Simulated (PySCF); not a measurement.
Compound: n-GeGeSiGeH10.
Structure used (PBE0-D3(BJ)/def2-SVP), in Å, numbered top down from 1:
```xyz
14
Ge3H10Si angstrom
Ge    -1.069   -2.161    0.335
Ge     1.091   -1.211   -0.229
Si     1.156    1.042    0.546
Ge    -0.563    2.280   -0.545
H     -2.168   -1.471   -0.496
H     -1.107   -3.672    0.045
H     -1.372   -1.935    1.828
H      2.221   -2.053    0.396
H      1.263   -1.230   -1.762
H      0.909    1.054    2.022
H      2.489    1.670    0.283
H     -1.928    1.621   -0.267
H     -0.611    3.736   -0.046
H     -0.331    2.285   -2.067
```

Theory: PySCF, TDDFT CAM-B3LYP/def2-SVPD, vertical, gas phase, core orbitals frozen in the response. The CAM-B3LYP/def2-SVPD calculation is non-relativistic and has no spin–orbit coupling, an omission that weighs most on germanium.

Ground-to-excited transition dipoles (e·a0, same axes as the geometry; the sign carries no meaning), for the states with f of 0.002 or more among the lowest 7:

```json
{"state": "S1", "E (eV)": "6.678", "μx": "0.329", "μy": "-0.559", "μz": "0.058"}
{"state": "S2", "E (eV)": "6.752", "μx": "0.553", "μy": "1.208", "μz": "0.005"}
{"state": "S3", "E (eV)": "6.919", "μx": "-0.455", "μy": "-0.096", "μz": "-0.092"}
{"state": "S4", "E (eV)": "7.035", "μx": "0.379", "μy": "0.744", "μz": "-0.290"}
{"state": "S5", "E (eV)": "7.097", "μx": "0.234", "μy": "-0.067", "μz": "0.228"}
{"state": "S6", "E (eV)": "7.162", "μx": "0.399", "μy": "0.625", "μz": "-0.190"}
{"state": "S7", "E (eV)": "7.194", "μx": "0.378", "μy": "-1.317", "μz": "0.073"}
```

Task: Work out the oscillator strengths.

Result: f = (2/3) ΔE |μ|² with ΔE in hartree (27.2114 eV).

```tsv
state	|μ|² (au)	|μ| (D)	f
S1	0.425	1.66	0.069
S2	1.764	3.38	0.292
S3	0.225	1.21	0.038
S4	0.782	2.25	0.135
S5	0.111	0.85	0.019
S6	0.586	1.95	0.103
S7	1.883	3.49	0.332
```

Task: Which bond between heavy atoms lies closest to the direction of the S7 transition dipole?

Result: Ge2–Si3, at 28° from it; next Si3–Ge4 at 44°.

Task: What angle do the transition dipoles of S1 and S4 make?

Result: |cos θ| = |μa·μb| / (|μa| |μb|) = 0.54, so θ ≈ 58° (taken between 0 and 90°, since the signs are arbitrary).

Task: How is the summed strength of these states shared among x, y and z?

Result: (2/3) Σ ΔE μα² gives 0.191 for x, 0.765 for y and 0.033 for z, 0.988 in all.

Task: What peak molar absorption coefficient would the strongest computed level give as a lone Gaussian band 0.3 eV wide at half height?

Result: ε(max) = 2.175×10⁸ f / FWHM, with the width in cm⁻¹. S7: 2.175×10⁸ × 0.3318 / 2420 ≈ 30000 L mol⁻¹ cm⁻¹.

One conformer stands for the species.
